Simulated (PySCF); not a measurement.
AsH5Si, SMILES [SiH3][AsH2].

Geometry optimised at PBE-D3(BJ)/def2-TZVP.

Method: PBE/def2-TZVPD (PySCF).

Gas-phase values at a fixed geometry.

Computed frontier levels, gap, dipole moment and polarisability:
```yaml
highest_occupied_level: -6.57 eV
lowest_empty_level: -0.92 eV
orbital_gap: 5.66 eV
dipole_moment: 0.29 D
quadrupole, principal values (traceless, Buckingham form, about the centre of nuclear charge): -1.95, 0.45, 1.50 D·Å
mean_static_polarisability: 68.0 bohr³ (10.08 Å³)
polarisability_principal_values: 59.4, 60.1, 84.6 bohr³
```
